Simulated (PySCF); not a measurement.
Run record: geometry optimisation, `BrBr` (Br2).

Method: PBE/6-31G* geometry optimisation, gas phase (PySCF 2.14.0). Start geometry: GFN2-xTB. A driver script takes a list of jobs; this job's settings line and coordinates (Å) are shown.

Input:
```
{"job": {"xc": "PBE", "basis": "6-31G*", "grid": 1, "kind": "geom"}, "charge": 0, "multiplicity": 1}
Br     1.142070    -0.003008    -0.002702
Br    -1.139313     0.004276    -0.011446
```

Output:
```
step   0  E = -5146.91384096  max force = 0.012598
step   1  E = -5146.91417442  max force = 0.005102
step   2  E = -5146.91428513  max force = 0.000506
step   3  E = -5146.91428899  max force = 0.000094
optimisation converged
```

Energies in Eh; «max force» is the largest Cartesian gradient component in Eh/bohr.

Question: Give the first gradient maximum in eV/Å.

Answer: With 1 Eh/bohr = 51.422 eV/Å, 0.648 eV/Å.

Question: How much energy does the optimisation release, in kJ/mol?

Answer: E(step 0) − E(last step) = 0.000448 Eh, which is 1.2 kJ/mol.

Summary of the converged run: final energy -5146.91429 Eh after 3 steps; dipole 0.00 D.

On Arm Neoverse N1, one thread (shared host), this took 13 s and 0.40 GiB of memory at its peak.
Labels such as C1 count atoms from 1, the log's own numbers from 0.
